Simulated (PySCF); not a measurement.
Ionisation energy of As⁺ by level of theory

As⁺ [Ar] 3d10 4s2 4p2 (3P) → As²⁺ [Ar] 3d10 4s2 4p1 (2P), as a difference of total energies. All numbers are calculated (PySCF 2.14, the spin-free X2C one-electron Hamiltonian (Gaussian nucleus), in cc-pVTZ-DK). Correlated levels: valence: [Ar] 3d10 frozen. The calculations carry no spin-orbit coupling.

```tsv
method	ionisation energy (eV)
UHF	17.977
TPSS	18.542
M06-L	18.229
MP2 (valence)	18.348
SCS-MP2 (valence)	18.273
CCSD (valence)	18.380
CCSD(T) (valence)	18.404
```

Problem. How much does correlation contribute at CCSD(T) (valence)?

Solution. 18.404 − (17.977) = 0.427 eV, measured against UHF.

The reference lies between the lowest fine-structure levels, while these numbers refer to the centres of the terms.

Errors of the correlated levels include the incompleteness of this basis and the frozen core.

For comparison: 18.589 eV (measured; NIST Atomic Spectra Database, ionization energies).
